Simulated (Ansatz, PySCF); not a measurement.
Reaction (SMILES): [AsH2] (AsH2) → [AsH2-] (an electron is taken up)
Geometries: B3LYP-D3(BJ)/def2-TZVP minima from Ansatz (a first-principles code).

Quantity: adiabatic electron affinity (electronic energy difference), positive where the reaction releases energy, in eV. Correlated levels leave the core frozen unless marked. Open shells are spin-unrestricted. No spin-orbit coupling. Frozen are the shells of the preceding noble gas and the d and f shells that filled before the atom's block. No relativistic terms. Anions need diffuse functions: aug- sets have them; def2-D sets add few; the other sets have none. Basis-set limits of correlation are two-point, X^-3; Hartree-Fock from the larger set.

```tsv
level	program	adiabatic electron affinity (eV)	minus last row
SVWN5/def2-TZVPD	Ansatz	1.23	-0.06
BLYP-D3(BJ)/def2-TZVPD	Ansatz + dftd3	0.88	-0.41
BLYP-D4/def2-TZVPD	Ansatz + dftd4	0.92	-0.37
PBE0/def2-SVP	Ansatz	0.60	-0.69
PBE0/def2-QZVPP	Ansatz	1.08	-0.21
TPSSh-D4/def2-TZVPD	PySCF + dftd4	0.98	-0.31
wB97M-V/def2-TZVPD	Ansatz	0.96	-0.33
MP2/CBS(aug-cc-pVTZ,aug-cc-pVQZ)	Ansatz	1.29	0.00
SCS-MP2/cc-pV5Z	Ansatz	1.16	-0.13
CCSD/aug-cc-pVDZ	Ansatz	1.01	-0.28
CCSD/def2-QZVPPD	Ansatz	1.06	-0.23
CCSD(T)/def2-SVP	Ansatz	0.25	-1.04
CCSD(T)/def2-QZVPPD	Ansatz	1.14	-0.15
CCSDT(Q)/cc-pVDZ	Ansatz	0.25	-1.04
CCSD(T)/CBS(aug-cc-pVTZ,aug-cc-pVQZ)	Ansatz	1.29	0.00
```
